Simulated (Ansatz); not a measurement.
Geometry optimisation, RKS PBE0/def2-SVP in Ansatz 0.2.0.

input.yaml

```yaml
crystal:
  periodic: [false, false, false]
  atoms:
    - { symbol: "N", position_ang: [-0.396, 1.6035, -0.2445] }
    - { symbol: Al, position_ang: [-0.1838, -0.2445, -0.347] }
    - { symbol: "N", position_ang: [-0.94327, -1.17303, -1.80003] }
    - { symbol: F, position_ang: [0.63963, -1.15476, 0.92462] }
    - { symbol: H, position_ang: [-1.0492, 1.9007, -1.0835] }
    - { symbol: H, position_ang: [-0.9959, 1.8512, 0.6096] }
    - { symbol: H, position_ang: [-2.03317, -1.03433, -1.75385] }
    - { symbol: H, position_ang: [-0.84429, -2.19033, -1.64236] }
basis:
  gaussian: { orbitals: def2-SVP }
hamiltonian:
  xc: pbe0
relax:
  f_tol: 0.015
  max_steps: 40
```

Run as:

```bash
$ ansatz run input.yaml --threads 1 --pin off --max-ram 2048MiB --backend cpu --events-out ev --progress --plain --runs-dir out
```

Question: Where does it end, and by what steps?

Answer: It converged. After 6 steps the energy has fallen by 1.032 eV; H6 moved furthest, 0.70 Å.

| step | energy less start (eV) | largest force component (eV/Å) | accepted |
| --- | --- | --- | --- |
| 0 | 0.0000 | 2.824 | yes |
| 1 | -0.4792 | 1.882 | yes |
| 2 | -0.8838 | 0.637 | yes |
| 3 | -0.9943 | 0.194 | yes |
| 4 | -1.0283 | 0.150 | yes |
| 5 | -1.0314 | 0.033 | yes |
| 6 | -1.0319 | 0.009 | yes |

```xyz
8
Properties=species:S:1:pos:R:3
N -0.719 1.453 -0.184
Al -0.400 -0.278 -0.296
N -1.073 -1.331 -1.540
F 0.601 -0.962 0.848
H -1.305 1.993 -0.809
H -0.332 2.054 0.534
H -1.691 -1.047 -2.290
H -0.887 -2.325 -1.600
```

The run took 34 s on 1 thread of Intel(R) Xeon(R) Processor @ 2.70GHz, on a shared host, peak memory 0.16 GiB.
